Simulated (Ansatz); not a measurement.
A geometry relaxed with Ansatz (an electronic-structure program) with PBE-D3(BJ)/def2-SVP, charge 0, multiplicity 1:

```xyz
21

H      1.2649     1.8586    -1.0217
C     -2.5581    -0.5605     0.5228
C     -1.4699    -1.3679     0.8037
H      4.7835     0.0477    -0.4977
C     -2.3747     0.7190    -0.1093
H     -3.5788    -0.8831     0.7781
H     -4.7145     1.2774    -0.1510
N     -1.1476     1.1644    -0.4451
C      1.2239     0.8694    -0.5409
H     -3.4022     2.7197    -0.9588
H     -1.5917    -2.3500     1.2881
H      3.8503     1.7808    -1.2453
B     -3.5873     1.6434    -0.4318
H      0.9365    -2.6495     1.1831
C      2.3904     0.1304    -0.3011
B      3.7715     0.6913    -0.7094
H      3.1654    -1.7425     0.5253
C      1.0203    -1.6632     0.6996
C     -0.0677     0.3835    -0.1778
C      2.2538    -1.1554     0.3327
C     -0.1680    -0.9135     0.4564
```

Problem. Write the SMILES of this molecule.

Solution. `Bc1ccc2ccc(B)nc2c1`
